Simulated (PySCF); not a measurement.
Isomers of C2H7NOSi2, one GFN2-xTB conformer each. Single-point energies are computed at PBE0/pcSseg-1 (PySCF, gas phase, no added dispersion term), electronic only.

Task: Rank them by PBE0/pcSseg-1 energy, lowest first (kJ/mol).
A. `C[Si@@H](C#N)O[SiH3]`
B. `[CH3:1][O:2][Si@@H:3]([SiH3:4])[C:5]#[N:6]` with C1–O2–Si3–Si4 -174°
C. `[CH3:1][Si@:2]([OH:3])([SiH3:4])[C:5]#[N:6]` with C1–Si2–O3–H 170°

Result: A (0.0), C (82.7), B (180.5).

As drawn, the highest has an Si–Si bond, which the lowest lacks. GFN2-xTB itself gives, in the same order: 0.0, 203.6, 191.3. Both levels put the same isomer lowest; measured from each level's own lowest isomer, the values differ by up to 120.9 kJ/mol (C[Si@](O)([SiH3])C#N: 203.6 against 82.7).

Task: Which frontier levels, dipoles and rotational constants go with these structures?

Result: 
| SMILES | HOMO (eV, PBE0/pcSseg-1) | LUMO (eV) | dipole (D) | A, B, C (MHz) |
| --- | --- | --- | --- | --- |
| C[Si@@H](C#N)O[SiH3] | -8.89 | -0.58 | 3.87 | 3093, 1391, 1055 |
| C[Si@](O)([SiH3])C#N | -8.52 | -0.95 | 3.31 | 2374, 1681, 1355 |
| CO[Si@@H]([SiH3])C#N | -8.69 | -1.16 | 3.39 | 2355, 1773, 1106 |
